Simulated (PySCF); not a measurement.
## Choosing a basis for TDDFT

Species: C3H8BP.
Atom-mapped SMILES: `[CH2:1]=[CH:2][CH2:3][BH:4][PH2:5]` (hydrogens: H6, H7 on C1; H8 on C2; H9, H10 on C3; H11 on B4; H12, H13 on P5)

Structure used (PBE0-D3(BJ)/def2-SVP), in Å, numbered top down from 1:
```xyz
13
C3H8BP angstrom
C      1.993   -0.364    0.944
C      1.275   -0.251   -0.176
C      0.269    0.812   -0.471
B     -1.244    0.388   -0.536
P     -1.826   -1.395   -0.417
H      2.692   -1.191    1.092
H      1.909    0.369    1.753
H      1.401   -1.016   -0.953
H      0.331    1.640    0.260
H      0.483    1.296   -1.446
H     -2.072    1.226   -0.821
H     -1.031   -1.914    0.639
H     -3.072   -1.271    0.252
```

TDDFT with PBE0 (PySCF), vertical singlets, core orbitals frozen in the response, spherical d and f functions. One conformer (not necessarily the lowest) at the PBE0-D3(BJ)/def2-SVP geometry, without solvent, vibrations or thermal averaging.

```tsv
basis	functions	diffuse	S1 (eV)	S2 (eV)	S3 (eV)	S4 (eV)	S5 (eV)	LUMO (eV)	α (au)
6-31G*	90	no	4.77	5.16	6.40	6.76	6.83	-1.08	66.6
6-31+G*	110	yes	4.76	5.07	6.23	6.31	6.37	-1.32	76.5
def2-SVP	114	no	4.77	5.07	6.29	6.61	6.77	-1.27	69.0
def2-SVPD	168	yes	4.75	5.02	6.24	6.32	6.72	-1.37	80.7
aug-cc-pVDZ	191	yes	4.72	5.01	6.14	6.22	6.26	-1.37	82.9
def2-TZVP	209	no	4.71	5.00	6.23	6.33	6.70	-1.38	78.1
def2-TZVPD	263	yes	4.69	4.98	6.19	6.20	6.43	-1.41	82.6
```

How much do these states and the polarisability depend on the basis?

States are compared by their number. Against the largest diffuse basis here (def2-TZVPD, itself not a converged limit), sets without diffuse functions differ by up to 0.08 eV in S1 and 0.40 eV in S5; the smaller diffuse sets differ by up to 0.06 and 0.29 eV. State by state, the largest deviation of a set without diffuse functions is S1 0.08, S2 0.17, S3 0.21, S4 0.56, S5 0.40 eV. The same number needn't mean the same state in each row. Against def2-TZVPD the polarisability deviates by -19% in 6-31G*, -7% in 6-31+G*, -16% in def2-SVP, -2% in def2-SVPD, 0% in aug-cc-pVDZ, -5% in def2-TZVP. A single + in a Pople set puts diffuse functions on heavy atoms only.
